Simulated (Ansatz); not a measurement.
A CCSD(T) single point on C₂H₁₀BNSi, SMILES `CCBN[SiH3]`.

```yaml
crystal:
  periodic: [false, false, false]
  atoms:
    - {symbol: C, position_ang: [-1.791981, -1.641604, -0.670333]}
    - {symbol: C, position_ang: [-0.322869, -1.240625, -0.804004]}
    - {symbol: B, position_ang: [0.144967, -0.205161, 0.280189]}
    - {symbol: N, position_ang: [0.885762, 0.946123, -0.038440]}
    - {symbol: Si, position_ang: [1.480492, 2.149736, 1.069285]}
    - {symbol: H, position_ang: [-2.072009, -2.410691, -1.394404]}
    - {symbol: H, position_ang: [-2.002647, -2.032176, 0.328410]}
    - {symbol: H, position_ang: [-2.454273, -0.786220, -0.828830]}
    - {symbol: H, position_ang: [-0.119108, -0.884798, -1.821559]}
    - {symbol: H, position_ang: [0.298307, -2.138841, -0.674028]}
    - {symbol: H, position_ang: [-0.120689, -0.384382, 1.440523]}
    - {symbol: H, position_ang: [1.095916, 1.086026, -1.018645]}
    - {symbol: H, position_ang: [2.964773, 2.233473, 1.008664]}
    - {symbol: H, position_ang: [1.049224, 1.766250, 2.432483]}
    - {symbol: H, position_ang: [0.942235, 3.492091, 0.719888]}
basis:
  gaussian: {orbitals: def2-TZVPP}
correlation: {method: ccsd_t}
```

```sh
$ ansatz run in.yaml --threads 4 --pin off --events-out ev --progress --plain --max-ram 10444MiB
```

The program prints (abridged):

```
Functional definition: HF
1754 factors; integrals over basis functions are off by at most 1.1e-3 eV
mean field evaluation 1: about -12233.7017 eV, gradient 4.3e1 eV
mean field evaluation 2: about -12233.9058 eV, gradient 4.4e1 eV
mean field evaluation 4: about -12238.6940 eV, gradient 4.6e0 eV
mean field evaluation 8: about -12238.7683 eV, gradient 2.4e-1 eV
mean field -12238.76861560 eV, -449.7664508878 hartree, gradient 3.9e-6 eV, S^2 0.000000; 0 other end points of the search recorded, 0 dependent functions left out
9 core orbitals not correlated: weight in the atoms' cores, before any rotation towards them, 1.000 or more for the frozen orbitals, at most 0.000 for the correlated occupied ones
reference -12238.76861560 eV, -449.7664508878 hartree; 15, 15 occupied and 282, 282 virtual orbitals, 1754 factors
second order -21.59174000 eV of doubles, -0.00000000 eV of singles
cycle   1  -22.60345896 eV  change    -1.0e0 eV  update   9.7e-2
cycle   2  -23.19197016 eV  change   -5.9e-1 eV  update   2.8e-2
cycle   3  -23.28257269 eV  change   -9.1e-2 eV  update   1.3e-2
cycle   4  -23.27419690 eV  change    8.4e-3 eV  update   3.7e-3
cycle   5  -23.27424696 eV  change   -5.0e-5 eV  update   1.8e-3
cycle   6  -23.27424171 eV  change    5.3e-6 eV  update   5.3e-4
cycle   7  -23.27411516 eV  change    1.3e-4 eV  update   1.8e-4
cycle   8  -23.27414909 eV  change   -3.4e-5 eV  update   6.0e-5
cycle   9  -23.27415667 eV  change   -7.6e-6 eV  update   1.7e-5
perturbative correction -0.86944355 eV, -0.0319514611 hartree
Total energy: -12262.91221581 eV, -450.6537118305 hartree
```

Hardware: 4 threads of an Intel Xeon on a shared host. Wall time 6.5 min, peak host memory 4 GiB.

Correlation energy per correlated electron: -0.805 eV. T1 diagnostic: 0.0111.
